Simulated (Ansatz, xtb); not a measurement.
## Two conformers of C2H5BrGe

Structure I: `C[CH2][Ge][Br]`, a singlet. Structure II: `C[CH2][Ge][Br]`, a singlet. Both are isolated molecules in the gas phase, relaxed with B3LYP-D3(BJ)/def2-SVP.

I (Å):

| atom | x (Å) | y (Å) | z (Å) |
| --- | --- | --- | --- |
| C | -0.9080 | 0.5631 | 0.1226 |
| C | -0.2860 | -0.8098 | -0.1099 |
| Br | -3.5749 | -1.5712 | 0.0537 |
| Ge | -1.3948 | -2.4854 | -0.2404 |
| H | -1.6178 | 0.8222 | -0.6778 |
| H | -0.1405 | 1.3544 | 0.1636 |
| H | -1.4737 | 0.5923 | 1.0664 |
| H | 0.3086 | -0.8331 | -1.0470 |
| H | 0.4511 | -1.0615 | 0.6810 |

II (Å):

```xyz
9

C    -2.1095   -0.8984    1.5517
C    -2.3091   -0.0203    0.3139
Br   -3.8179    1.4606   -2.2065
Ge   -4.1982   -0.0286   -0.3865
H    -1.0669   -0.8729    1.9098
H    -2.3555   -1.9545    1.3490
H    -2.7472   -0.5740    2.3914
H    -2.0449    1.0353    0.5093
H    -1.6570   -0.3317   -0.5228
```

Question: Which of the two would you expect CCSD(T)/def2-SVP + ΔMP2/def2-TZVPP electronic energies to favour?

Answer: Too close to call at this level: CCSD(T)/def2-SVP + ΔMP2/def2-TZVPP gives E(II) − E(I) = −1.27 kJ/mol.

The same difference at several levels:

```tsv
level	geometry	E(II) − E(I) (kJ/mol)	departure from the last row (kJ/mol)	job, with rough time for the two
B3LYP-D3(BJ)/def2-SVP	B3LYP-D3(BJ)/def2-SVP	+1.43	+2.70	optimisation, 2.3 min
HF/def2-SVP	B3LYP-D3(BJ)/def2-SVP	−3.46	−2.19	part of the CCSD(T) run
MP2/def2-SVP	B3LYP-D3(BJ)/def2-SVP	+0.16	+1.43	part of the CCSD(T) run
CCSD(T)/def2-SVP	B3LYP-D3(BJ)/def2-SVP	−0.18	+1.09	single point
CCSD(T)/def2-SVP + ΔMP2/def2-TZVPP	B3LYP-D3(BJ)/def2-SVP	−1.27		single point, 56 s
```

The largest departure from CCSD(T)/def2-SVP + ΔMP2/def2-TZVPP is that of B3LYP-D3(BJ)/def2-SVP, 2.70 kJ/mol. Levels run at GFN2-xTB geometries aren't shown. The last row adds to CCSD(T) the change of the MP2 difference between the two basis sets, here −1.09 kJ/mol.

With harmonic frequencies from B3LYP-D3(BJ)/def2-SVP (ideal gas, rigid rotor, one conformer each, 298.15 K, 1 atm): on the last row, ΔE + ΔZPE = −1.58 kJ/mol. A mode under 50 cm⁻¹ makes harmonic enthalpies and free energies unreliable, so none is given.

The correlated steps freeze 20 core orbitals; the filled d shell of Br and Ge is correlated, in a basis made for valence electrons. Run with Ansatz 0.2.0; the last row on 2 threads of Arm Neoverse V1 on a shared host.
